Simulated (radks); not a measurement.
Question: Neutral arsenic, configuration [Ar] 3d8 4s1 4p6 (not the ground configuration). All-electron calculation, Dirac Kohn-Sham, PBE, spin-unpolarised, spherical densities, finite nucleus; open shells fill j = l - 1/2 first; Fermi nuclear charge, rms radius 4.0968 fm. Program: a radial shooting solver on a logarithmic mesh with Libxc functionals.

Spin-orbit splittings of the eigenvalues, e(l+1/2) - e(l-1/2), with zeta = 2 splitting/(2l+1) and mean radii in bohr:

shell  occ.  splitting (eV)  zeta (eV)  <r> j=l-1/2  <r> j=l+1/2
2p        6               ?          ?       0.1747       0.1784
3p        6           5.274      3.516       0.5957       0.6054
3d        8          0.8203     0.3281       0.6259       0.6295
4p        6          0.4306     0.2871        2.114        2.156

Estimate the 2p splitting.

Answer: 36.53 eV (zeta = 24.35 eV).
